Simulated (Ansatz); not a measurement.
Basis sets compared for Ag₃Te₄⁺. Charge 1, multiplicity 1. Geometry PBE-D4/def2-SVP. Ansatz on 4 threads of Arm Neoverse V1 on a shared host; times are rough, and most runs start from earlier orbitals.

Cartesian coordinates in Å:
```
Ag 0.925 -0.683 1.439
Ag 0.428 -2.531 -0.976
Ag 0.766 0.281 -1.603
Te -1.834 -0.092 1.175
Te 2.017 1.623 0.403
Te -0.612 2.402 1.105
Te -1.690 -1.000 -1.543
```

In the def2 sets Ag, Te take a core potential; there is no spin–orbit coupling. Another isomer (singlet) lies 0.42 eV lower at PBE0-D4/def2-TZVP; other spin states weren't run for this one.

```csv
level,functions,energy (Eh),HOMO (eV),LUMO (eV),wall time
PBE-D4/def2-SVP,197,-1512.9940,-8.92,-7.86,5.5 s
PBE0-D4/def2-SVP,197,-1512.9982,-9.71,-7.21,12 s
```

Task: Estimate the rows for PBE-D4/def2-TZVP (with forces), PBE0-D4/def2-TZVP.

Result: 
| level | functions | energy (Eh) | HOMO (eV) | LUMO (eV) | wall time |
| --- | --- | --- | --- | --- | --- |
| PBE-D4/def2-TZVP (with forces) | 320 | -1513.1550 | -8.88 | -7.82 | 12 s |
| PBE0-D4/def2-TZVP | 320 | -1513.1531 | -9.65 | -7.15 | 25 s |
